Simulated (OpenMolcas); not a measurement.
W5+ (d1) among equal point charges was computed by CASSCF with the d shell active (OpenMolcas, ANO-RCC-VDZP on the metal). Its lowest spin-free states, and all those of the highest spin:

```tsv
2S+1	Degeneracy	E (cm-1)
2	2	0.0
2	1	3957
2	1	6482
2	1	15306
```

Is the site octahedral, tetrahedral or cube-like, axial, or of lower symmetry?

The states with 2S+1 = 2 have orbital degeneracies 2, 1, 1, 1. There are pairs but no triples, so the site is axial: not cubic, but with a proper or improper axis of order three or more. The run had W5+ among 6 point charges of -1.7 e arranged as a tetragonal octahedron (D4h), 1.99 Å from the ion, with the axial distance 2.269 Å.

An orbital doublet at a regular site is open to a Jahn-Teller distortion, which this geometry leaves out. This is an electrostatic model: the charges have no orbitals. No measured value stands beside these numbers.
